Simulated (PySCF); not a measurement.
## `C#C[Si@H]([SiH3])O[SiH2]N` in a uniform electric field

Compound: C₂H₉NOSi₃.
Structure used (GFN2-xTB), in Å, numbered top down from 1:
```
atom  x, y, z in Å
C1    -0.8786    2.7699    0.8704
C2    -0.8397    1.6844    0.3533
Si3   -0.7933   -0.0260   -0.3842
Si4   -2.6636   -1.2647    0.1259
O5     0.4538   -0.8266    0.2871
Si6    2.0264   -0.9180    0.6705
N7     2.7967    0.4800    0.0299
H8    -0.9141    3.7243    1.3145
H9    -0.4599    0.1960   -1.8013
H10   -3.0116   -1.2904    1.5517
H11   -2.5833   -2.6681   -0.2983
H12   -3.8257   -0.6948   -0.5674
H13    2.5721   -2.0738   -0.0327
H14    2.0200   -1.0585    2.1296
H15    2.3112    1.3611    0.0929
H16    3.7820    0.6141    0.1814
```

Level: PBE0/def2-SVPD (PySCF); nuclei fixed, core orbitals frozen in the response. Permanent dipole (0.811, 1.404, 0.609) D (1 au = 2.5417 D). Static polarisability (au):

```
x   116.72   6.30  -0.50
y     6.30 123.85   5.88
z    -0.50   5.88  95.98
```

Only the terms in μ and α are kept: μ(F) = μ + αF and ΔE = −μ·F − ½ F·αF.

(1) Apply 0.01 au along ±x, ±y and ±z in turn. Tabulate induced and total dipoles and both energy terms.

(2) For the field (-0.0060, -0.0070, 0.0070) au, what is the induced dipole, and what angle does it make with the field?

(3) Which field along μ doubles the dipole in that direction (linear response)?

(4) What field makes μF equal to kT at 100 K?

(5) Induction energy −ᾱe²/2R⁴ of a unit charge at 14 Å, the molecule taken as a point?

## Answers

(1) 
| field along | induced x (D) | induced y (D) | induced z (D) | total size (D) | −μ·F (kJ/mol) | −½F·αF (kJ/mol) |
| --- | --- | --- | --- | --- | --- | --- |
| +x | 2.967 | 0.160 | -0.013 | 4.132 | -8.377 | -15.322 |
| −x | -2.967 | -0.160 | 0.013 | 2.565 | +8.377 | -15.322 |
| +y | 0.160 | 3.148 | 0.149 | 4.716 | -14.503 | -16.258 |
| −y | -0.160 | -3.148 | -0.149 | 1.917 | +14.503 | -16.258 |
| +z | -0.013 | 0.149 | 2.440 | 3.513 | -6.291 | -12.600 |
| −z | 0.013 | -0.149 | -2.440 | 2.367 | +6.291 | -12.600 |

(2) αF = (-1.901, -2.195, 1.611) D, at 8.2° to the field. The polarisability along this direction, F·αF/F², is 111.71 au, against a mean of 112.18 au.

(3) The polarisability along the dipole is 126.81 au, so F = 0.6814 au / 126.81 au = 0.0054 au = 0.28 V/Å; higher-order terms are ignored.

(4) kT = 0.3167 × 10⁻³ Eh, so F = 0.000465 au = 2.39 MV/cm.

(5) R = 26.46 bohr, so the energy is −112.2/(2 × 26.46⁴) Eh = -0.301 kJ/mol. The charge–dipole term at its most favourable orientation, −μe/R², is -2.56 kJ/mol.

The structure is a single GFN2-xTB conformer in the gas phase; no vibrational or solvent corrections.

These values come from a run that also computed excited states. The run took 68 s on one thread, Arm Neoverse N1 (aarch64), on a shared host, and the process peaked at 0.93 GiB of memory.
